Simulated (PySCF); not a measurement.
## How ionic is MSn along the alkali metals?

r²SCAN in PySCF with def2-SVP on every atom (core potentials on Sn, Cs), for the lowest determinant that a PBE0 search found; no spin–orbit coupling. A negative dipole means M(+)Sn(−).

```json
{"M": "Li", "state (unpaired electrons)": "quartet (σ ↑, π ↑↑)", "Re (Å)": "2.589", "μ (D)": "-6.09"}
{"M": "Na", "state (unpaired electrons)": "quartet (σ ↑, π ↑↑)", "Re (Å)": "2.917", "μ (D)": "-7.23"}
{"M": "K", "state (unpaired electrons)": "quartet (σ ↑, π ↑↑)", "Re (Å)": "3.290", "μ (D)": "-9.99"}
{"M": "Cs", "state (unpaired electrons)": "quartet (σ ↑, π ↑↑)", "Re (Å)": "3.601", "μ (D)": "-11.09"}
```

Problem. Give the ionic character |μ|/(e·Re) of each, with 1 e·Å = 4.803 D, and the positive end.

Solution. LiSn 49 % (Li positive), NaSn 52 % (Na positive), KSn 63 % (K positive), CsSn 64 % (Cs positive). Lone pairs and polarisation enter μ too, so this number is only a rough measure of charge transfer.

Spin–orbit coupling is left out. States were picked by a PBE0 search and need not be the measured ground states.
